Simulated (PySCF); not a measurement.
Species: CH7GePS.
Atom-mapped SMILES: `[CH3:1][S:2][GeH2:3][PH2:4]` (hydrogens: H5, H6, H7 on C1; H8, H9 on Ge3; H10, H11 on P4)

Theory: PySCF, PBE0-D3(BJ)/def2-SVP geometry optimisation, gas phase.

(1) Give the optimised bond lengths and angles.

## Answers

(1) 
```json
{"bond": "C1–S2", "length (Å)": "1.820", "order": "single"}
{"bond": "S2–Ge3", "length (Å)": "2.222", "order": "single"}
{"bond": "Ge3–P4", "length (Å)": "2.322", "order": "single"}
{"bond": "C1–H5, C1–H6, C1–H7", "length (Å)": "1.099", "order": "single"}
{"bond": "Ge3–H8, Ge3–H9", "length (Å)": "1.545", "order": "single"}
{"bond": "P4–H10, P4–H11", "length (Å)": "1.430", "order": "single"}
```

Bonds in one row agree within 0.01 Å and their mean is given. Orders are formal, as drawn. A selection of angles:
```json
{"angle": "S2–C1–H5", "degrees": "111.7"}
{"angle": "S2–C1–H7", "degrees": "106.5"}
{"angle": "H5–C1–H6", "degrees": "109.8"}
{"angle": "C1–S2–Ge3", "degrees": "100.1"}
{"angle": "S2–Ge3–P4", "degrees": "104.7"}
{"angle": "S2–Ge3–H8", "degrees": "110.3"}
{"angle": "P4–Ge3–H8", "degrees": "109.0"}
{"angle": "P4–Ge3–H9", "degrees": "114.4"}
{"angle": "H8–Ge3–H9", "degrees": "108.9"}
{"angle": "Ge3–P4–H10", "degrees": "92.8"}
{"angle": "H10–P4–H11", "degrees": "93.2"}
```

Dihedral angles: C1–S2–Ge3–P4 -179° (antiperiplanar). The mirror-image conformer, all signs reversed, is as good.

S2 (sulfur bonded to C and Ge) is bent (angle 100.1°). Ge3 (germanium bonded to P, S and 2 H) is distorted tetrahedral (angles from 104.7° to 114.4°). P4 (three-coordinate phosphorus) is pyramidal (angles 93.3°, 93.2° and 92.8°, sum 279.3°, 0.88 Å off the plane of its three neighbours). The 4 heavy atoms lie in one plane (0.006 Å rms).

No frequency check. One conformer, not necessarily the lowest (C1–S2–Ge3–P4 -179°, S2–Ge3–P4–H -170° and -76°).
